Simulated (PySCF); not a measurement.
# MH₂ across group 14

Level: PBE0, basis family def2-TZVP, scalar-relativistic core potentials from Rb on and no relativity for lighter atoms.

Each entry is the lowest minimum that a search over a few typed start shapes (and spin states, where more than one is plausible) found, or that minimum re-optimised at the stated level; isomers with ligand–ligand bonds, or fragments after loss of a ligand pair, can lie lower. Open shells are unrestricted; no spin–orbit coupling; PySCF with density fitting.

| molecule | 2S+1 | point group | mean bond to the central atom (Å) | atomisation (kJ/mol) | distinct angles (°) | lowest ω (cm⁻¹) | polar-tensor charge of the central atom |
| --- | --- | --- | --- | --- | --- | --- | --- |
| CH₂ | ? | ? | ? | ? | ? | ? | ? |
| SiH₂ | 1 | C2v | 1.526 | 616 | 91 | 1011 | 0.39 |
| GeH₂ | 1 | C2v | 1.594 | 573 | 91 | 935 | 0.47 |
| SnH₂ | 1 | C2v | 1.773 | 518 | 91 | 791 | 0.58 |
| PbH₂ | 1 | C2v | 1.843 | 484 | 90 | 731 | 0.67 |

**Question.** Fill in the row of CH₂.

**Answer.** 2S+1: 3; point group: C2v; mean bond to the central atom (Å): 1.079; atomisation (kJ/mol): 809; distinct angles (°): 135; lowest ω (cm⁻¹): 1057; polar-tensor charge of the central atom: -0.18.

The bond lengthens at every step; the largest change, 0.447 Å, falls between CH₂ and SiH₂ among the members listed.

Spin–orbit coupling can matter for PbH₂.

Left out of the table are members whose search was unfinished or whose lowest solution was spin-contaminated, unstable, very soft or bonded differently.

Open d and f shells are single-determinant solutions and may miss the true ground state.
